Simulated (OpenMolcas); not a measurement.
**Multiconfigurational calculation on C I**

Input:

```
&GATEWAY
Coord
1

C 0.0 0.0 0.0
Basis=ANO-RCC
Group=XYZ
NoMove
AngMom=0.0 0.0 0.0
AMFI
&SEWARD
* reference wave functions (RASSCF and RASSI steps not shown): 2 electrons in 9 orbitals (RAS2 2p; RAS3 3s 3d, at most 1 electron)
>>> COPY JOB001 $Project.JobIph
&CASPT2
XMultistate=3 1 2 3
Frozen=0 0
IPEA=0.25
Imaginary=0.1
MaxIter=60
WThr=0.0 0.3 0.05
PrWF=0.5
NoMix
>>> COPY JOB002 $Project.JobIph
&CASPT2
XMultistate=6 1 2 3 4 5 6
Frozen=0 0
IPEA=0.25
Imaginary=0.1
MaxIter=60
WThr=0.0 0.3 0.05
PrWF=0.5
NoMix
>>> COPY JOB003 $Project.JobIph
&CASPT2
XMultistate=3 1 2 3
Frozen=0 0
IPEA=0.25
Imaginary=0.1
MaxIter=60
WThr=0.0 0.3 0.05
PrWF=0.5
NoMix
...
```

Launched by
```bash
OMP_NUM_THREADS=1 MOLCAS_MEM=2252 MOLCAS_PROJECT=a pymolcas a.inp > a.log  # once for each step of the input, in one work folder
```

Output, cut to the results:

```
--- CASPT2 ---
Orbital specifications:
      -----------------------

      Symmetry species                           1   2
                                                ag  au
      Frozen orbitals                            0   0
      Inactive orbitals                          2   0
      Active orbitals                            6   3
      Secondary orbitals                        38  42
      Deleted orbitals                           0   0
      Number of basis functions                 46  45
Type of calculation                        XMS-CASPT2
      Fock operator                              state-average
      IPEA shift                                 0.25
      Real shift                                 0.00
      Imaginary shift                            0.10
      The input orbitals will be transformed to quasi-canonical
      The input states will be rotated to diagonalize the Fock operator
Reference energy:         -37.7035223479
      E2 (Non-variational):      -0.1244359803
      Shift correction:          -0.0001983763
      E2 (Variational):          -0.1246343566
      Total energy:             -37.8281567044
      Residual norm:              0.0000002499
      Reference weight:           0.96573
      Contributions to the CASPT2 correlation energy
      Active & Virtual Only:         -0.0054936228
      One Inactive Excited:          -0.0570486306
      Two Inactive Excited:          -0.0618937268
Reference energy:         -37.7035223479
      E2 (Non-variational):      -0.1244744964
      Shift correction:          -0.0001989918
      E2 (Variational):          -0.1246734882
      Total energy:             -37.8281958361
      Residual norm:              0.0000002498
      Reference weight:           0.96568
      Contributions to the CASPT2 correlation energy
      Active & Virtual Only:         -0.0054936131
      One Inactive Excited:          -0.0570525997
      Two Inactive Excited:          -0.0619282836
::    XMS-CASPT2 Root  1     Total energy:    -37.82819633
::    XMS-CASPT2 Root  2     Total energy:    -37.82816637
::    XMS-CASPT2 Root  3     Total energy:    -37.82815665
--- CASPT2 ---
Orbital specifications:
      -----------------------

      Symmetry species                           1   2
                                                ag  au
      Frozen orbitals                            0   0
      Inactive orbitals                          2   0
      Active orbitals                            6   3
      Secondary orbitals                        38  42
      Deleted orbitals                           0   0
      Number of basis functions                 46  45
Type of calculation                        XMS-CASPT2
      Fock operator                              state-average
      IPEA shift                                 0.25
      Real shift                                 0.00
      Imaginary shift                            0.10
      The input orbitals will be transformed to quasi-canonical
      The input states will be rotated to diagonalize the Fock operator
Reference energy:         -37.6461726079
      E2 (Non-variational):      -0.1368033096
      Shift correction:          -0.0002854994
      E2 (Variational):          -0.1370888091
      Total energy:             -37.7832614170
      Residual norm:              0.0000003223
      Reference weight:           0.95840
      Contributions to the CASPT2 correlation energy
      Active & Virtual Only:         -0.0160849596
      One Inactive Excited:          -0.0587452774
      Two Inactive Excited:          -0.0619730727
Reference energy:         -37.6461726079
      E2 (Non-variational):      -0.1388793032
      Shift correction:          -0.0003101765
      E2 (Variational):          -0.1391894798
      Total energy:             -37.7853620877
      Residual norm:              0.0000005607
      Reference weight:           0.95634
      Contributions to the CASPT2 correlation energy
      Active & Virtual Only:         -0.0171840109
      One Inactive Excited:          -0.0563669264
      Two Inactive Excited:          -0.0653283660
::    XMS-CASPT2 Root  1     Total energy:    -37.78497161
::    XMS-CASPT2 Root  2     Total energy:    -37.78378456
::    XMS-CASPT2 Root  3     Total energy:    -37.78321673
::    XMS-CASPT2 Root  4     Total energy:    -37.78273242
::    XMS-CASPT2 Root  5     Total energy:    -37.78218501
::    XMS-CASPT2 Root  6     Total energy:    -37.70709177
--- CASPT2 ---
Orbital specifications:
      -----------------------

      Symmetry species                           1   2
                                                ag  au
      Frozen orbitals                            0   0
      Inactive orbitals                          2   0
      Active orbitals                            6   3
      Secondary orbitals                        38  42
      Deleted orbitals                           0   0
      Number of basis functions                 46  45
Type of calculation                        XMS-CASPT2
      Fock operator                              state-average
      IPEA shift                                 0.25
      Real shift                                 0.00
      Imaginary shift                            0.10
      The input orbitals will be transformed to quasi-canonical
      The input states will be rotated to diagonalize the Fock operator
Reference energy:         -37.4326632169
      E2 (Non-variational):      -0.1146395000
      Shift correction:          -0.0002219926
      E2 (Variational):          -0.1148614925
      Total energy:             -37.5475247094
      Residual norm:              0.0000006007
      Reference weight:           0.96629
      Contributions to the CASPT2 correlation energy
      Active & Virtual Only:         -0.0020843993
      One Inactive Excited:          -0.0393943389
      Two Inactive Excited:          -0.0731607617
Reference energy:         -37.4326632169
...
```

In XMS-CASPT2 the single-state energies belong to rotated reference states; over a whole degenerate manifold the rotation is arbitrary, and only the multistate roots count.

Levels above the lowest, from the spin-orbit matrix with the multistate effective Hamiltonian, averaged by term, added to it:

| Configuration | Term | J | E (cm-1) | Measured (cm-1) | g | Term weight % |
| --- | --- | --- | --- | --- | --- | --- |
| 2s2 2p2 | 3P | 0 | 0.0 | 0.0 |  | 100 |
| 2s2 2p2 | 3P | 1 | 15.7 | 16.4 | 1.501 | 100 |
| 2s2 2p2 | 3P | 2 | 46.8 | 43.4 | 1.501 | 100 |
| 2s2 2p2 | 1D | 2 | 9860 | 10193 | 1.000 | 100 |
| 2s2 2p2 | 1S | 0 | 26600 | 21648 |  | 100 |
| 2s2 2p 3s | 3P* | 0 | 61580 | 60333 |  | 100 |
| 2s2 2p 3s | 3P* | 1 | 61600 | 60353 | 1.501 | 100 |
| 2s2 2p 3s | 3P* | 2 | 61650 | 60393 | 1.501 | 100 |
| 2s2 2p 3s | 1P* | 1 | 62940 | 61982 | 1.000 | 100 |

Against the 8 measured excited levels shown (NIST Handbook of Basic Atomic Spectroscopic Data) the mean absolute deviation is 1200 cm-1; the largest miss in energy is 2s2 2p2 1S0: computed 26600, measured 21648 cm-1 (+22.9 %).

Term energies are means over components that CASPT2 splits; among the terms shown or strongly mixed into the levels shown the widest spread is 620 cm-1 (2s2 2p2 1D). ANO sets are built for valence states and can reach diffuse excited orbitals poorly. With the s shell closed, the reference lacks s² → p² mixing. Some terms miss by over 15 % even with CASPT2, which points to a basis or an active space too small for the shells correlated. Computed and measured levels are paired by configuration, term and J; levels that our copy of the source lacks, or whose pairing is in doubt (as where it misses far off the trend of its configuration), stay unpaired and out of the deviations. Levels of configurations outside the active space are missing. The first state left out of the spin-orbit step lies near 92000 cm-1 above the lowest spin-free state of the reference (among the parities and spins computed), and the list stops at four fifths of that energy or lower.

The CASPT2 steps took 7.9 s on 1 thread of Intel(R) Xeon(R) Platinum 8488C (Sapphire Rapids), on a shared host; the integral step is not counted.

The term weight is that of the spin-free term in the level, not the purity of its configuration. * marks odd parity.
